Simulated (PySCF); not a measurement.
NMR parameters from quadrupole coupling constants

Compound: C₅H₁₀SSi.
SMILES with atom numbers: `[CH3:1]/[CH:2]=[CH:3]/[CH:4]=[CH:5]/[S:6][SiH3:7]` (hydrogens: H8, H9, H10 on C1; H11 on C2; H12 on C3; H13 on C4; H14 on C5; H15, H16, H17 on Si7)

Structure used (GFN2-xTB), in Å, numbered top down from 1:
```xyz
17
C5H10SSi angstrom
C     -2.0141    0.5630   -2.7200
C     -0.9579    0.3134   -1.7008
C     -0.9975    0.7494   -0.4408
C      0.0421    0.4901    0.5205
C      0.0079    0.9408    1.7764
S      1.2010    0.6877    3.0272
Si     2.6440   -0.6682    2.1816
H     -1.5970    1.1039   -3.5701
H     -2.8325    1.1434   -2.3012
H     -2.4070   -0.3821   -3.0962
H     -0.1078   -0.2656   -2.0396
H     -1.8429    1.3292   -0.0934
H      0.8789   -0.1030    0.1743
H     -0.8110    1.5441    2.1381
H      1.9423   -1.8733    1.7573
H      3.5259   -0.8947    3.3123
H      3.3186   -0.0163    1.0645
```

Computed at PBE0/pcSseg-1 (PySCF, non-relativistic):

```csv
atom,environment,nucleus,spin I,Q (b),CQ = χzz (MHz),η
S6,sulfur bonded to C and Si,33S,3/2,-0.0678,-31.429,0.919
```

Problem. Which field gradients stand behind these couplings (CQ in MHz = 234.96 × Q in b × Vzz in au)?

Solution. Vxx = −Vzz(1 − η)/2 and Vyy = −Vzz(1 + η)/2, in au:

| atom | Vxx (au) | Vyy (au) | Vzz (au) | Vzz (10²¹ V/m²) |
| --- | --- | --- | --- | --- |
| S6 | -0.080 | -1.893 | 1.973 | 19.17 |

Problem. At 11.75 T, set νQ = 3|CQ|/[2I(2I − 1)] beside the Larmor frequency (|g| × 7.62259 MHz/T × B; g(33S) = 0.42921), and give PQ = |CQ|√(1 + η²/3).

Solution. 
```tsv
atom	PQ (MHz)	νQ (MHz)	ν0 (MHz)	νQ/ν0
S6	35.58	15.71	38.44	0.409
```

For S6: PQ = 31.43 × 1.1320, νQ = 31.43 × 0.5000, ν0 = 3.2717 MHz/T × 11.75 T.

For S6 νQ isn't small against ν0, so the high-field expansions of solid-state NMR fail there at this field.

Solvent, lattice and vibrations would change these gradients. The structure is a single GFN2-xTB conformer in the gas phase; no vibrational or solvent corrections. GFN2-xTB bond lengths can be off by several hundredths of an ångström, more for odd bonds, and the gradients follow them. With so small a basis the couplings can be 20 % off.
